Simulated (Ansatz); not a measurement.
Molecule: sum formula SiHS, net charge 1, singlet state. It need not be the lowest isomer of its formula. SMILES: [Si]=[SH+]
Coordinates optimised at B3LYP-D3(BJ)/def2-TZVP (Ansatz, an electronic-structure program):
```xyz
3

Si     0.9711    -0.5809     0.0183
S     -0.7579     0.5467    -0.0113
H     -1.4692    -0.6142    -0.0767
```
Charge +1, spin multiplicity 1.

Property: vertical electron affinity (to the doublet state of charge +0; a negative value means that the extra electron is unbound and the number depends on the basis; each state is the SCF solution reached for its spin), in eV. Valence correlation only, unless marked. UHF or UKS for open shells. No spin-orbit coupling. Non-relativistic. CBS(X,Y): correlation extrapolated as X^-3; Hartree-Fock from the larger set.

| level | program | vertical electron affinity (eV) |
|---|---|---|
| CAM-B3LYP/def2-TZVPD | Ansatz | 7.41 |
| wB97X/def2-TZVPD | Ansatz | 7.39 |

Estimate the value at CCSD(T)/CBS(aug-cc-pV(T+d)Z,aug-cc-pV(Q+d)Z) as computed with Ansatz.

7.34 eV
